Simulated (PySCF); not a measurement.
# Dipole polarisabilities along group 8, charge +1

Calculated with PySCF 2.14 for the ground configurations, without spin-orbit coupling: coupled response for Hartree-Fock and DFT. Mean α in bohr³, C₆ of like pairs in atomic units.

```csv
species,α UHF,α PBE,α PBE0,C₆ UHF,C₆ PBE,C₆ PBE0
"Fe⁺ [Ar] 3d6 4s1 (def2-QZVPPD, non-relativistic)",36.44,25.67,27.71,191.3,128.4,139.1
"Ru⁺ [Kr] 4d7 (def2-QZVPPD with the def2 core potential (28 electrons), ECP)",13.29,16.57,15.36,83.07,106.5,97.91
"Os⁺ [Xe] 4f14 5d6 6s1 (def2-QZVPPD with the def2 core potential (60 electrons), ECP)",33.33,27.05,27.90,275.6,225.5,231.6
```

The values depend on the diffuse functions of the basis.
